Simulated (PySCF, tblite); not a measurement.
Species: C2H14OSSi4.
Numbering: `[CH3:1][SiH2:2][S:3][Si@H:4]([CH3:5])[SiH2:6][O:7][SiH3:8]` (hydrogens: H9, H10, H11 on C1; H12, H13 on Si2; H14 on Si4; H15, H16, H17 on C5; H18, H19 on Si6; H20, H21, H22 on Si8)

Cartesian coordinates in Å at the GFN2-xTB level; atoms count from 1:
```
atom  x, y, z in Å
C1    -2.9737   -1.4104   -1.0874
Si2   -3.0173    0.3890   -0.4972
S3    -2.2198    0.5392    1.4869
Si4   -0.0547    0.6684    1.2837
C5     0.3465    2.4153    0.6252
Si6    0.8374   -0.9978   -0.0399
O7     2.4330   -0.7869    0.1501
Si8    4.0489   -0.8187    0.1105
H9    -1.9557   -1.7802   -1.1760
H10   -3.4526   -1.5106   -2.0564
H11   -3.4993   -2.0568   -0.3898
H12   -4.3799    0.8842   -0.3523
H13   -2.2415    1.2460   -1.3948
H14    0.2994    0.6338    2.7096
H15    1.4209    2.5652    0.5661
H16   -0.0630    2.5712   -0.3705
H17   -0.0664    3.1872    1.2700
H18    0.5841   -0.8785   -1.4866
H19    0.5597   -2.3903    0.3333
H20    4.4486    0.4330   -0.5288
H21    4.4710   -1.9831   -0.6644
H22    4.4638   -0.8999    1.5079
```

Method used: PBE0/pcSseg-1 in PySCF (dipole) on a GFN2-xTB geometry, gas phase.

Take the most abundant isotopes and a rigid rotor. The values belong to one conformer with, in the numbering `[CH3:1][SiH2:2][S:3][Si@H:4]([CH3:5])[SiH2:6][O:7][SiH3:8]`, C1–Si2–S3–Si4 84°, Si2–S3–Si4–C5 73°, S3–Si4–Si6–O7 -172°.

Give the principal moments of inertia and the rotational constants in GHz.

Ia = 342.68, Ib = 1309.17, Ic = 1498.87 u·Å²; 505379 MHz·u·Å²/I gives 1475, 386.0 and 337.2 MHz, that is A = 1.4748, B = 0.3860, C = 0.3372 GHz.

Classify the top.

A near-prolate asymmetric top; Ray's κ = -0.914.

Is it planar, by Δ = Ic − Ia − Ib?

Not planar: Δ = Ic − Ia − Ib = -152.98 u·Å². For a rigid frame Δ = −2 Σ m c², so Σ m c² = 76.49 u·Å² lies off the ab plane: 21.65 from hydrogen and 54.84 from heavier atoms. The atom farthest from that plane is 2.09 Å away.

Give the other two planar moments, Paa and Pbb, and the rms extents of the mass along the axes.

Paa = Σ m a² = (Ib + Ic − Ia)/2 = 1232.68 and Pbb = Σ m b² = (Ia + Ic − Ib)/2 = 266.19 u·Å². With the mass M = 197.98 u, the rms extents √(P/M) along a, b and c are 2.50, 1.16, 0.62 Å.

Which types of transition are allowed, and where do some lines up to J = 4 fall?

The dipole components are |μa| = 1.38 D, |μb| = 1.09 D, |μc| = 1.36 D. The squared components, which scale the intensities, stand as 1.00 : 0.63 : 0.98 (a : b : c). Some lines, for components of 0.1 D or more:

```csv
type,branch,"J(Ka,Kc)",MHz,lower level (cm⁻¹)
b,R,"2(0,2) ← 1(1,1)",356,0.060
c,Q,"4(1,4) ← 4(0,4)",889,0.240
b,R,"3(0,3) ← 2(1,2)",1122,0.107
b,Q,"1(1,0) ← 1(0,1)",1138,0.024
b,Q,"4(1,3) ← 4(0,4)",1377,0.240
a,R,"2(1,1) ← 1(1,0)",1495,0.062
b,R,"1(1,1) ← 0(0,0)",1812,0.000
a,R,"4(0,4) ← 3(0,3)",2877,0.144
b,Q,"4(2,2) ← 4(1,3)",3122,0.286
c,R,"4(1,3) ← 3(0,3)",4254,0.144
b,R,"2(2,1) ← 1(1,0)",4762,0.062
c,R,"2(2,0) ← 1(1,0)",4763,0.062
b,Q,"3(3,0) ← 3(2,1)",5559,0.294
b,R,"4(2,3) ← 3(1,2)",6086,0.187
b,R,"4(3,1) ← 3(2,2)",8463,0.293
c,R,"4(4,0) ← 3(3,0)",10685,0.479
```

Estimate the classical rotational partition function at 100 K, 200 K and 298.15 K.

Point group C1, symmetry number σ = 1; q = (√π/σ)·√((kT/h)³/(ABC)), k/h = 20836.6 MHz/K: 385000 at 100 K, 1090000 at 200 K, 1980000 at 298.15 K.

Its lowest GFN2-xTB frequency is 6i cm⁻¹, too small to tell a flat minimum from a shallow saddle. Zero-point vibration and centrifugal distortion are left out. A rigid rotor knows nothing of internal rotation, which can split or shift real lines.

On an Arm Neoverse V2 with one thread, shared host with 32 logical CPUs at a one-minute load of 11, this took 58 s wall (grids of density and orbitals included) and 1.1 GiB of memory at its peak. This is the PBE0/pcSseg-1 job that gave the dipole, with the shieldings it also computed.
